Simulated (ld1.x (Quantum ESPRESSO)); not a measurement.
The numbers below are computed, except where a source is named.
# Pseudopotentials across the periodic table

Generated with ld1.x 7.5 (TM, RRKJ, ultrasoft, PAW), atompaw 4.2 or ONCVPSP 4.0.1. The cutoff is in Ry: for ld1.x and atompaw files where the sum of valence levels is converged to 10 mRy in a Bessel basis, for ONCV files where the hardest occupied wave has 1 mHa per electron of residual kinetic energy. The error is the largest all-electron minus pseudo excitation energy over each file’s own four to seven test configurations (ionisations up to +4, promotions, holes and added fractions of an electron), all of which were solved. The labels leave out finer settings (local radius, basis sizes, second energies), which also bear on the numbers. Spin-polarised tests are not counted. The rows are a selection from randomly drawn settings: files with unsolved tests, undetermined cutoffs or missed reference levels are left out.

```tsv
element	potential	cutoff (Ry)	largest error (meV)	bound ghosts
He	PAW, PBE, non-relativistic, rc 0.35/0.35 (sp), local smoothed, core correction no, reference 1s0.5	160	0.0	none
O	RRKJ, PBE, scalar-relativistic, rc 0.70/1.70/1.80 (spd), local d, core correction yes, reference 2s2 2p4	200	+1603	none
Ga	TM, PBE, scalar-relativistic, rc 1.65/2.50 (sp), local s, core correction yes, reference 4s2 4p1	15	-183	none
In	TM, PBEsol, scalar-relativistic, rc 2.15/2.70/1.00 (spd), local s, core correction no, reference 4d10 5s2 5p1	100	-110	none
```

Q: Fill in the row for Re: PAW, PBEsol, scalar-relativistic, rc 1.70/1.85/2.40 (spd), local smoothed, core correction yes, reference 5s2 5p6 5d5 6s2 6p0.

A: cutoff 30 Ry, largest error -168 meV, bound ghosts: none.

Q: Fill in the row for B: PAW, PBEsol, scalar-relativistic, rc 1.10/1.90/1.40 (spd), local smoothed, core correction yes, reference 2s2 2p0.

A: cutoff 21 Ry, largest error +6.7 meV, bound ghosts: none.

Q: Fill in the row for Si: ultrasoft, PW91, scalar-relativistic, rc 1.75/1.90 (sp), local smoothed, core correction no, reference 3s2 3p2.

A: cutoff 10 Ry, largest error +41 meV, bound ghosts: none.
